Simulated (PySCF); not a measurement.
# Spin-rotation constants: `C1C(=NN)CCC1`, C5H10N2

Geometry (Å), atoms numbered from 1 in this order:
```xyz
17

N     2.8197   -0.1818   -0.5385
N     1.7894    0.7079   -0.5043
C     0.6032    0.3438   -0.2658
C     0.0877   -1.0249    0.1276
C    -1.4322   -0.8569    0.1681
C    -1.6359    0.6225    0.4980
C    -0.5386    1.3189   -0.3055
H     2.7040   -1.0440   -0.0105
H     3.6948    0.2881   -0.3523
H     0.4037   -1.7961   -0.5776
H     0.4781   -1.2912    1.1162
H    -1.9066   -1.5164    0.8942
H    -1.8528   -1.0731   -0.8155
H    -2.6337    0.9738    0.2392
H    -1.4779    0.7902    1.5652
H    -0.2536    2.2907    0.0931
H    -0.8564    1.4605   -1.3417
```

Method: GIAO PBE/pcSseg-1 magnetisability, rotational g tensor and spin-rotation constants, non-relativistic, gas phase (PySCF 2.14.0). Geometry: GFN2-xTB.

Task: Give the nuclear spin-rotation constants along the inertial axes (H = +C I·J) beside the isotropic shieldings.

Result: Rotational constants 6.0417, 1.8742, 1.5089 GHz. A star marks the isotopologue with that one atom substituted, in its own axes.
| atom | isotope | Caa (kHz) | Cbb (kHz) | Ccc (kHz) | mean (kHz) | σ (ppm) |
| --- | --- | --- | --- | --- | --- | --- |
| N1 | 14N | 0.513 | 0.160 | 0.118 | 0.264 | 137.3 |
| N2 | 14N | 1.693 | 0.397 | 0.081 | 0.724 | -87.5 |
| H8 | 1H | -0.536 | 0.068 | -0.159 | -0.209 | 26.9 |
| H9 | 1H | 0.155 | -0.163 | -0.132 | -0.047 | 26.4 |
| H10 | 1H | -0.521 | -0.080 | -0.081 | -0.227 | 29.5 |
| H11 | 1H | -0.608 | -0.161 | 0.000 | -0.256 | 29.7 |
| H12 | 1H | -0.359 | -0.083 | -0.113 | -0.185 | 29.5 |
| H13 | 1H | -0.623 | -0.202 | 0.039 | -0.262 | 29.9 |
| H14 | 1H | 0.015 | -0.171 | -0.143 | -0.100 | 29.8 |
| H15 | 1H | -0.626 | -0.218 | 0.047 | -0.266 | 30.1 |
| H16 | 1H | -0.637 | 0.012 | -0.110 | -0.245 | 29.2 |
| H17 | 1H | -0.661 | -0.170 | 0.043 | -0.263 | 29.1 |
| C3 | 13C* | 2.159 | 0.819 | 0.370 | 1.116 | 35.4 |
| C4 | 13C* | 1.034 | 0.301 | 0.224 | 0.520 | 156.6 |
| C5 | 13C* | 0.979 | 0.280 | 0.285 | 0.514 | 151.9 |
| C6 | 13C* | 0.993 | 0.287 | 0.272 | 0.517 | 152.6 |
| C7 | 13C* | 1.000 | 0.329 | 0.304 | 0.544 | 143.0 |

For the geometry as given, no vibrational averaging.

Task: How do the rotational constants and the g tensor change when H8, H9, H10, H11, H12, H13, H14, H15, H16, H17 are replaced by deuterium?

Result: Constants 4.5911, 1.5928, 1.2807 GHz; g -0.0333, -0.0081, -0.0020, against -0.0435, -0.0095, -0.0024 before.
